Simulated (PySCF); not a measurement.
silene (CH4Si), SMILES C=[SiH2]. Atoms are numbered in the order given.

```xyz
6

C      0.0000     0.0000    -1.1527
Si     0.0000     0.0000     0.5494
H      0.0000    -0.9164    -1.7315
H      0.0000     0.9164    -1.7315
H      0.0000     1.2457     1.3439
H      0.0000    -1.2457     1.3439
```
Charge 0, spin multiplicity 1.

Geometry optimised at r2SCAN-D4/def2-TZVP.

Two levels are set side by side: PBE/pcJ-1 (PySCF) and B3LYP/pcJ-1 (PySCF). One-bond couplings, all four terms, same geometry. Isotopes: 13C, 1H, 29Si. Differences are taken from unrounded values.

```tsv
quantity	B3LYP
¹J(C1,Si2) (Hz)	-133.9
¹J(C1,H3) (Hz)	167.3
¹J(C1,H4) (Hz)	167.3
¹J(Si2,H5) (Hz)	-266.8
¹J(Si2,H6) (Hz)	-266.8
```

Problem. What does PBE give, and how far is it from B3LYP? (The exact figures need the calculation; the answer reports its results.)

Solution. 
| quantity | PBE | PBE minus B3LYP |
|---|---|---|
| ¹J(C1,Si2) (Hz) | -110.6 | 23.3 |
| ¹J(C1,H3) (Hz) | 153.2 | -14.1 |
| ¹J(C1,H4) (Hz) | 153.2 | -14.1 |
| ¹J(Si2,H5) (Hz) | -237.6 | 29.1 |
| ¹J(Si2,H6) (Hz) | -237.6 | 29.1 |

Rough cost on one machine, each run with all the roots and properties that it gave: B3LYP against PBE within a factor of 2.
